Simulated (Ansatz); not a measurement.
**Worked example: the enthalpy of formation of BaS (SMILES [S][Ba])**

BaS has 2 atoms, charge 0, and is taken as a singlet. SMILES: `[S][Ba]`. Geometry: the measured bond length.

```xyz
2

S     0.0000    0.0000    0.0000
Ba    0.0000    0.0000    2.5074
```

Total energies at CCSD/x2c-SVPall (sfX2C), 23 core orbitals frozen (Ansatz 0.2.0); the atoms run unrestricted:

| species | state | energy (Eh) |
| --- | --- | --- |
| BaS | singlet | -8530.504801 |
| S | triplet | -398.535596 |
| Ba | singlet | -8131.857211 |

Harmonic wavenumbers at wB97M-V/def2-TZVPD, in cm⁻¹: 386.

Measured heats of formation of the gaseous atoms at 298.15 K, in kJ/mol: S 277.0, Ba 179.1. Spin-orbit lowering of the atoms at 298 K (mean of the ground term's levels less their thermal mean, from spectra), in kJ/mol: S 1.88. Take 1 Eh = 2625.50 kJ/mol, 1 cm⁻¹ = 0.0119627 kJ/mol, RT = 2.479 kJ/mol.

Work out the heat of formation of the gas at 298 K.


1. Electronic atomisation energy: (-398.535596) + (-8131.857211) − (-8530.504801) = 0.111994 Eh = 294.0 kJ/mol.
2. Zero-point energy: half the sum of the wavenumbers, 193 cm⁻¹ = 2.3 kJ/mol.
3. Thermal vibrational enthalpy, Σ hcν̃/(exp(hcν̃/kT) − 1): 0.8 kJ/mol. Translation, rotation and pV of a linear molecule: 3.5 RT = 8.7 kJ/mol.
4. The 2 free atoms carry 5/2 RT each: 12.4 kJ/mol.
5. Spin-orbit coupling lowers the free atoms by 1.88 = 1.9 kJ/mol.
6. Atomisation enthalpy at 298 K: 294.0 − 1.9 − 2.3 − 0.8 − 8.7 + 12.4 = 292.7 kJ/mol.
7. Sum of the atoms' heats of formation: 456.1 kJ/mol. Heat of formation: 456.1 − 292.7 = +163.4 kJ/mol.

No measured value is set beside it here. Anharmonicity and any spin-orbit splitting of the molecule are left out, and so is core correlation.
